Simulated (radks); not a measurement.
The numbers below are computed, except where a source is named.
All-electron atom: Ho12+ in [Kr] 4d10 4f7 5s2 (the NIST ground configuration). Code: a radial shooting solver on a logarithmic mesh with Libxc functionals. Model: scalar-relativistic Kohn-Sham, LB94 model potential, spin-polarised, spherical densities, finite nucleus; open shells are filled with parallel spins first (spin-orbit coupling, left out, can overturn this in heavy ions); Fermi nuclear charge, rms radius 5.2022 fm.

Normalised radial functions P(r) = r R(r), r in bohr:

```
   r/bohr * 4d up, o 4f down (the largest magnitude, 1.4, reaches the edge; | marks zero, & curves that meet)
 0.002183                             &
 0.003256                             &
 0.004858                             &
 0.007247                             &
  0.01081                             &
  0.01613                             &
  0.02406                             o*
   0.0359                             o  *
  0.05355                             o     *
  0.07989                             |o         *
   0.1201                             |   o           *
   0.1792                             |        o   *
   0.2674                         *   |                o
   0.3989     *                       |                      o
    0.595  *                          |                      o
   0.8877               *             |               o
    1.324                          *  |      o
    1.976                             *o
    2.947                             &
```

4d up: eigenvalue -405.56 eV, 1 radial node at r = 0.249 bohr, <r> = 0.580 bohr, 90 % of the charge inside 0.864 bohr. 4f down (empty): eigenvalue -238.35 eV, 0 radial nodes, <r> = 0.644 bohr, 90 % of the charge inside 1.03 bohr.
